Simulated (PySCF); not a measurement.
# Ionisation energy of Ba²²⁺ by level of theory

Ba²²⁺ [Ar] 3d10 4s2 4p4 [4p1/2^2 4p3/2^2, M_J = 2] → Ba²³⁺ [Ar] 3d10 4s2 4p3 [4p1/2^2 4p3/2^1, M_J = 3/2], as a difference of total energies. Calculation: PySCF 2.14, in an uncontracted even-tempered set (18 s from 1.5 bohr⁻², ratio 2.8; 14 p from 2 bohr⁻², ratio 2.8; 9 d from 3.5 bohr⁻², ratio 2.8; 4 f from 11 bohr⁻², ratio 3); the two-component X2C-1e Hamiltonian. Correlated levels: [Ne] frozen; the 92 highest virtual spinors dropped. "Screened" scales the spin-orbit matrix elements by Boettger's factors to mimic the two-electron term; Breit and QED terms are absent.

```json
{"method": "GHF (screened spin-orbit)", "ionisation energy (eV)": "714.83"}
{"method": "GMP2 (screened spin-orbit)", "ionisation energy (eV)": "715.66"}
```

Problem. How much does correlation contribute at GMP2 (screened spin-orbit)?

Solution. 715.66 − (714.83) = 0.83 eV, measured against GHF (screened spin-orbit).

Breit and QED terms and the two-electron picture change are absent.

The labels give the starting determinants; with spin-orbit coupling the two ends relaxed to ⟨J²⟩ = 6.01, ⟨L²⟩ = 3.02, ⟨S²⟩ = 1.52 and ⟨J²⟩ = 3.75, ⟨L²⟩ = 1.97, ⟨S²⟩ = 1.85.

For comparison: 717 ± 4 eV (theoretical estimate listed by NIST; NIST Atomic Spectra Database, ionization energies).
